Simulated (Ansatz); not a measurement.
[II2]- (I₃⁻). Charge -1, multiplicity 1. Geometry PBE-D4/def2-SVPD; atoms count from 1.

Cartesian coordinates in Å:
```
I 0.000 0.000 0.000
I 1.774 -0.126 2.412
I -1.774 0.126 -2.412
```

In the def2 sets I takes a core potential; there is no spin–orbit coupling.

Estimate the Mulliken populations from the PBE0/def2-TZVPD orbitals of Ansatz.


```csv
atom,charge (e)
I1,0.05
I2,-0.52
I3,-0.52
```
Mulliken values depend strongly on the basis. With diffuse functions, as here, like atoms can get unlike values, and bond orders can come out too low or too high.

And the Mayer bond orders between heavy atoms (over 0.3)?

I1–I2 0.54 (3.00 Å); I1–I3 0.54 (3.00 Å).
